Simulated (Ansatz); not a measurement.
Relaxation of H$_{9}$NO$_{3}$SiSn (15 atoms, charge 0, multiplicity 1), to a largest force component of 0.03 eV/Å in at most 50 steps.

Level of theory: RKS PBE/def2-SVP in Ansatz.

```xyz
15
Properties=species:S:1:pos:R:3:forces:R:3
Sn -0.232 -0.263 0.163 0.08 0.15 0.15
H -0.195 0.165 1.845 -0.20 -0.28 -0.10
O 1.605 -0.171 -0.639 -0.02 0.01 0.01
H 1.795 -1.027 -1.071 0.01 -0.01 -0.01
O -1.501 1.018 -0.709 0.02 -0.02 -0.04
H -1.295 1.082 -1.664 0.00 0.01 0.06
O -0.728 -2.161 -0.271 -0.02 -0.01 0.02
H -1.648 -2.338 0.008 0.03 0.01 -0.03
N 1.522 2.293 1.277 -0.44 -0.44 0.25
H 2.153 1.700 0.726 0.01 0.00 0.00
Si 0.907 3.795 0.616 0.00 -0.01 0.01
H 0.308 3.713 -0.769 0.00 0.00 0.00
H -0.156 4.275 1.565 0.01 0.00 0.00
H 2.018 4.810 0.549 0.00 -0.01 -0.01
H 0.886 1.691 1.840 0.54 0.60 -0.32
```

Task: Where does it end, and by what steps?

Result: It converged. After 24 steps the energy has fallen by 0.575 eV; H13 moved furthest, 0.89 Å. Joined: Sn1–N9 (3.29 → 2.43 Å).

```tsv
step	energy less start (eV)	largest force component (eV/Å)	accepted
0	0.0000	0.597	yes
1	-0.0611	0.424	yes
2	-0.0935	0.458	yes
3	-0.1151	1.398	yes
4	-0.1700	1.394	yes
5	-0.2495	1.699	yes
6	-0.2805	2.100	yes
7	-0.3753	1.121	yes
8	-0.4145	0.427	yes
9	-0.4539	0.873	yes
10	-0.4721	0.965	yes
11	-0.5148	0.128	yes
12	-0.5261	0.194	yes
13	-0.5253	1.125	no
14	-0.5464	0.287	yes
15	-0.5496	0.677	yes
16	-0.5623	0.457	yes
17	-0.5610	0.347	no
18	-0.5683	0.398	yes
19	-0.5716	0.069	yes
20	-0.5727	0.074	yes
21	-0.5745	0.073	yes
22	-0.5731	0.050	no
23	-0.5733	0.212	no
24	-0.5749	0.016	yes
```

```xyz
15
Properties=species:S:1:pos:R:3
Sn -0.022 0.001 0.414
H -0.312 -0.339 2.091
O 1.830 -0.308 -0.343
H 1.763 -1.094 -0.922
O -1.090 1.524 -0.397
H -1.612 1.150 -1.134
O -0.869 -1.493 -0.686
H -1.515 -1.979 -0.138
N 1.272 1.965 1.023
H 2.120 1.624 0.536
Si 0.673 3.543 0.357
H 0.725 3.506 -1.134
H -0.660 3.865 0.949
H 1.643 4.606 0.825
H 1.494 2.011 2.027
```

Whether the end is a true minimum wasn't checked by a vibrational analysis.

Time of the run: 91 s on 4 threads of Arm Neoverse N1, on a shared host, peak memory 0.21 GiB.
